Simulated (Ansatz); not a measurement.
Total energies of C₃H₆BF (`B/C=C(/C)F`).

Z-matrix (Å, degrees):
```
C
C 1 1.479
H 1 1.094 2 109.8
H 1 1.094 2 109.9 3 117.6
H 1 1.088 2 111.1 3 -121.2
C 2 1.342 1 128.4 3 120.9
F 2 1.333 1 111.1 3 -59.1
B 6 1.522 2 124.4 1 -179.9
H 6 1.086 2 114.0 1 0.0
H 8 1.197 6 119.9 2 179.9
H 8 1.195 6 120.9 2 -0.1
```

The species carries charge 0 and has multiplicity 1. The geometry is a stationary point of PBE0-D4/def2-TZVP. Basis def2-TZVPP, Ansatz.

RPA on PBE orbitals: Hartree–Fock energy of these orbitals -241.23449 Eh, correlation -1.38015 Eh (frozen core).

| functional | energy without D4 (Eh) | D4 term (kJ/mol) |
| --- | --- | --- |
| LDA (SPW92) | -240.64786 | – |
| PBE | -242.38122 | -17.3 |
| BLYP | -242.60424 | -39.1 |
| B97M-V | -242.66489 | – |
| PBE0 | -242.40441 | -14.4 |
| B3LYP | -242.69870 | -27.7 |
| r2SCANh | -242.54033 | -4.6 |
| HSE06 (plane-wave form) | -242.39135 | -13.3 |
| LC-ωPBE | -242.52517 | – |
| B2PLYP | -242.49384 | – |

(1) Give the same for revPBE, r2SCAN, r2SCAN0, BHLYP, CAM-B3LYP, ωB97X-V, ωB97M-V, PBE-QIDH. (Estimate.)

B3LYP takes the VWN-RPA correlation (the form of Gaussian; ORCA's B3LYP/G). HSE06 is the plane-wave form, built on full-range PBE exchange. The double hybrids freeze the cores in their second-order part.

## Answers

(1) Computed: 
```tsv
functional	energy without D4 (Eh)	D4 term (kJ/mol)
revPBE	-242.60685	-60.5
r2SCAN	-242.55123	-4.4
r2SCAN0	-242.52510	-5.0
BHLYP	-242.56289	-19.1
CAM-B3LYP	-242.57665	-14.4
ωB97X-V	-242.61005	–
ωB97M-V	-242.58312	–
PBE-QIDH	-242.36832	–
```

LC-ωPBE has ω = 0.4 bohr⁻¹.
